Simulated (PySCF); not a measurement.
C₂H₆F₂Si, SMILES C[C@@H](F)[SiH2]F. Atoms are numbered in the order given.

```xyz
11

C     -1.9700     0.4972     0.5323
C     -0.8072     0.1055    -0.3529
F     -0.4471     1.1876    -1.1496
Si     0.7280    -0.4207     0.6244
F      1.8630    -0.9687    -0.4024
H     -2.3225    -0.3646     1.1195
H     -2.8088     0.8593    -0.0816
H     -1.6908     1.3021     1.2300
H     -1.1117    -0.7157    -1.0289
H      1.2801     0.7530     1.3540
H      0.3810    -1.5311     1.5571
```
Charge 0, spin multiplicity 1.

Coordinates come from a PBE0-D3(BJ)/def2-SVP optimisation. The structure was generated by enumeration; whether it is a known compound was not checked. Other conformers were not sampled.

Level of theory: SMD-ωB97X/6-31G* (PySCF).

Solvation free energies are E(SMD) − E(gas) at the gas-phase geometry, for 1 M in both phases. In vacuum the dipole moment is 2.54 D.

Question: Estimate the solvation free energies in water, acetone, diethylether. (The exact figures need the calculation; the answer reports its results.)

Answer: 
| solvent | ΔG(solv) (kcal/mol) | its non-electrostatic (CDS) part | dipole (D) |
|---|---|---|---|
| water | -0.2 | 3.9 | 3.16 |
| acetone | -4.0 | -0.1 | 3.12 |
| diethylether | -3.5 | -0.6 | 2.95 |
